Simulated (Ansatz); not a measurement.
Reaction (cleavage of the Si–B bond): `CCBB[SiH3]` + `O[SiH2][SeH]` → `O[SiH2][Se][SiH3]` + `BBCC`

Calculated with Ansatz (gas phase, PBE0-D4/def2-TZVP geometries, no zero-point term in ΔE). CCSD(T)/CBS is the MP2 limit (def2-TZVPP, def2-QZVPP) plus CCSD(T) − MP2 in def2-TZVPP, frozen cores. Functionals use def2-TZVPP. For Se outer-core shells are correlated without core-valence functions, which leaves a few kJ/mol of doubt a bond. Scalar relativity is left out up to krypton. One conformer a species, not always the lowest.

| level | ΔE (kJ/mol) | difference from CCSD(T)/CBS |
| --- | --- | --- |
| r2SCAN-D4 | -65.6 | 6.6 |
| B2PLYP | -68.6 | 3.6 |
| PBE | -55.8 | 16.4 |
| PBE0 | -62.7 | 9.5 |
| SCS-MP2/def2-TZVPP | -77.0 | -4.8 |
| CCSD/def2-TZVPP | -67.9 | 4.3 |
| CCSD(T)/def2-TZVPP | -67.5 | 4.7 |
| HF/def2-QZVPP | -77.5 | -5.3 |
| SCS-MP2/def2-QZVPP | -79.3 | -7.1 |
| MP2/CBS(def2) | -83.8 | -11.6 |
| CCSD(T)/CBS | -72.2 | 0 |

Largest T1 diagnostic among the species: 0.013.

The D4 term adds −5.5 kJ/mol with B3LYP and −2.8 kJ/mol with PBE0; it sums over pairs of atoms, weighted by their polarisabilities, and B3LYP, whose exchange is more repulsive, gets the larger term. From PBE to PBE0 (25 % exact exchange), in def2-TZVPP and without D4, ΔE moves by −6.9 kJ/mol.

B3LYP here is the variant with VWN-RPA as its local correlation; programs differ in this.
